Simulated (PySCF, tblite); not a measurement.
Species: C4H8BNO2.
SMILES: `CC(C)OB(O)C#N`

Jobs on this species (16 atoms, 60 electrons) with PySCF (density fitting) and tblite. Hardware of each: one thread of an Arm Neoverse N1, on a shared host. The host was shared with other jobs, so the times are rough.

| level and settings | work | basis functions | SCF cycles | wall time |
| --- | --- | --- | --- | --- |
| GFN2-xTB | Hessian by finite differences | – | – | 0.73 s |
| B3LYP/def2-SVPD | 8 singlets by full TDDFT, 3 Tamm–Dancoff triplets, polarisability, density and orbital grids written | 230 | ? | ? |
| GFN2-xTB | L-BFGS relaxation | – | – | 0.93 s |
| PBE0/pcSseg-1 | shieldings, charges and field gradients | 176 | ? | ? |

Task: Fill in the missing figures.

Result: 
- B3LYP/def2-SVPD; 8 singlets by full TDDFT, 3 Tamm–Dancoff triplets, polarisability, density and orbital grids written: 96 s, 14 SCF cycles
- PBE0/pcSseg-1; shieldings, charges and field gradients: 47 s, 15 SCF cycles

Task: What do all jobs in the table cost together?

Result: About 2.4 min; the longest takes about 66 % of that, and about 130 times as long as the shortest.
